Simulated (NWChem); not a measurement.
System: SnCl$_{3}$F; SMILES [F][Sn]([Cl])([Cl])[Cl]

Computed with NWChem. The geometry was optimised at PBE0/def2-SVP. def2 effective core potentials on Sn; no spin-orbit coupling.

Question: Estimate the computed values for TPSS/def2-SVP. Quantities: highest occupied level (eV); orbital gap (eV); dipole (D).

Answer: The highest occupied level (eV) is -8.44. The orbital gap (eV) is 4.22 and the dipole (D) is 0.91.
